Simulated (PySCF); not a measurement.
## SbS₂⁻, singlet: data card

Computed with PBE0 in PySCF with Sb def2-TZVPD with ECP28, S def2-TZVPD; scalar-relativistic core potentials, no spin–orbit coupling; density-fitted integrals.

The structure is a minimum.

Coordinates in bohr (charge -1 multiplicity 1):
```
Sb    0.0000    0.0000   -0.8294
S     3.5832    0.0000    1.5671
S    -3.5832    0.0000    1.5671
```

- Point group: C2v
- Bond lengths: Sb–S 2.281 Å (×2)
- Bond angles: S–Sb–S 112.5°
- Enthalpy at 298.15 K above 0 K: 13.05 kJ/mol
- Principal quadrupole moments (Buckingham, traceless) about the centre of mass: -19.53, 4.57, 14.96 D Å
- Rotational symmetry number: 2
- Dipole moment about the centre of mass: 4.03 D
- Entropy at 298.15 K and 1 bar: 298.6 J/(mol K)
- Heat capacity Cp at 298.15 K: 52.9 J/(mol K)
- Zero-point energy: 6.1 kJ/mol
- Highest occupied level: -1.69 eV
- Principal polarisabilities: 79.8, 105.7, 162.1 bohr³
- Rotational constants: 0.2506, 0.07333, 0.05673 cm⁻¹
- Lowest empty level: 1.54 eV

Harmonic modes (masses in u: Sb 120.904, S 31.972):
```
symmetry  ω (cm⁻¹)  IR (km/mol)     type
      a1       154          6.6     bend
      b2       432          168  stretch
      a1       435         18.6  stretch
```

In C2v the vibrations span 2a1 + b2. Here b1 is antisymmetric to the molecular plane and b2 lies in it.

Charges (e); Mulliken and Löwdin values are unreliable with diffuse functions:
| atom | Mulliken | Löwdin | polar tensor | Mayer order to Sb1 |
| --- | --- | --- | --- | --- |
| Sb1 | 0.46 | 0.01 | 0.74 | – |
| S2,3 | -0.73 | -0.50 | -0.87 | 1.62 |

Mulliken populations on Sb1 (electrons outside its core potential): s 3.83, p 8.38, d 10.28, f 0.05.

Counting electrons, antimony keeps 2 of its valence electrons outside its bonds, so the VSEPR class is AX2E1 and the expected shape is bent (C2v), as computed.

Other isomers or separated fragments may lie lower. The lowest empty level of this anion is unbound, so it and the gap depend on the basis.

The final relaxation and frequency run took of the order of 3 core-minutes on a shared host.
